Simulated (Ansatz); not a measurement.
Reaction (cleavage of the Si–B bond): `NB[SiH2][SeH]` + `OCF` → `FCO[SiH2][SeH]` + `BN`

Program: Ansatz. Geometries: PBE0-D4/def2-TZVP. ΔE: electronic, gas phase. CCSD(T)/CBS is the MP2 limit (def2-TZVPP, def2-QZVPP) plus CCSD(T) − MP2 in def2-TZVPP, frozen cores. This one scheme is used for every species. DFT in def2-TZVPP. B3LYP here is the variant with VWN-RPA as its local correlation; programs differ in this. For Se outer-core shells are correlated without core-valence functions, which leaves a few kJ/mol of doubt a bond. Scalar relativity is left out up to krypton. One conformer a species, not always the lowest.

`NB[SiH2][SeH]`:

Cartesian coordinates in Å:
```
N 0.099 0.961 1.546
B -0.651 0.129 0.730
Si 0.252 -1.056 -0.622
Se -0.234 -0.301 -2.737
H -0.313 1.594 2.212
H 1.106 0.991 1.538
H -1.844 0.167 0.825
H -0.265 -2.451 -0.640
H 1.733 -1.123 -0.434
H 0.119 1.088 -2.418
```

`OCF`:

Z-matrix (Å, degrees):
```
C
F 1 1.381
O 1 1.370 2 111.1
H 1 1.091 2 107.8 3 -117.4
H 1 1.096 2 106.3 3 123.2
H 3 0.962 1 109.3 2 70.7
```

`FCO[SiH2][SeH]`:

Z-matrix (Å, degrees):
```
C
O 1 1.374
F 1 1.376 2 110.4
H 1 1.096 2 111.5 3 -118.7
H 1 1.092 2 108.4 3 117.8
Si 2 1.654 1 125.6 3 61.8
Se 6 2.273 2 112.6 1 48.6
H 6 1.477 2 104.0 1 169.4
H 6 1.480 2 112.0 1 -68.9
H 7 1.469 6 92.8 2 71.0
```

`BN`:

Z-matrix (Å, degrees):
```
B
N 1 1.385
H 1 1.197 2 119.0
H 1 1.197 2 119.0 3 -180.0
H 2 1.006 1 123.2 3 -0.0
H 2 1.006 1 123.2 3 180.0
```

```
          level  ΔE (eV)
      r2SCAN-D4    -1.07
       B3LYP-D4    -1.12
        ωB97M-V    -1.14
         B2PLYP    -1.14
         r2SCAN    -1.07
 MP2/def2-TZVPP    -1.17
CCSD/def2-TZVPP    -1.12
   HF/CBS(def2)    -1.30
```

What does CCSD(T)/CBS give? (Best estimate.)

Ansatz gave: -1.11 eV. The listed levels differ from it by 0.04, -0.01, -0.03, -0.03, 0.04, -0.06, -0.01, -0.19 eV.

Largest T1 diagnostic among the species: 0.012.

In def2-TZVPP, CCSD(T) changes the Hartree–Fock value by +0.19 eV (the triples alone add +0.02 eV) and MP2 by +0.11 eV. From PBE to PBE0 (25 % exact exchange), in def2-TZVPP and without D4, ΔE moves by −0.06 eV.
